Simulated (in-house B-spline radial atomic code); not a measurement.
**Ionising neutral aluminium with different functionals**

Computed with an all-electron radial atomic-structure program (B-spline basis): four-component Dirac-Coulomb Hamiltonian, Fermi nucleus of rms radius 3.061 fm, spin-restricted, spherical fractional occupations for the functionals. The ionisation energy is the difference of two self-consistent energies, [Ne] 3s2 3p1 → [Ne] 3s2, without Breit or QED terms; ε is the level of the shell that loses the electron (mean over j). The electron is taken from both j subshells in proportion to 2j + 1, so the result is a j average, not the step between ground levels.

Hybrids are left out here: with spherical fractional occupations of an open shell their exact exchange keeps a self-interaction that integer-occupation calculations don't have.

```
           method  rung  ΔSCF (eV)  -ε(3p) (eV)
         LDA VWN5   LDA          ?            ?
 relativistic LDA   LDA       5.84         2.78
         LDA PW92   LDA       5.84         2.78
LDA exchange-only   LDA       4.90         1.95
              PBE   GGA       5.76         2.71
           PBEsol   GGA       5.74         2.69
             BLYP   GGA       5.63         2.56
             RPBE   GGA       5.76         2.72
             PW91   GGA       5.80         2.74
             BP86   GGA          ?            ?
             AM05   GGA       5.71         2.67
             OLYP   GGA       5.62         2.57
```

(1) What does BP86 give?

(2) What does LDA VWN5 give?

(3) How do they compare with the NIST value?

Answers

(1) ΔSCF 5.86 eV, and -ε(3p) = 2.81 eV.

(2) ΔSCF 5.84 eV, and -ε(3p) = 2.78 eV.

(3) NIST lists 5.986 eV (measured, ground level to ground level). Errors run from -1.08 to -0.13 eV; BP86 is closest (-0.13 eV), but part of that can be cancellation, since the calculations leave out Breit-QED terms, spin polarisation, the choice among j levels, multiplet and fine-structure energies.
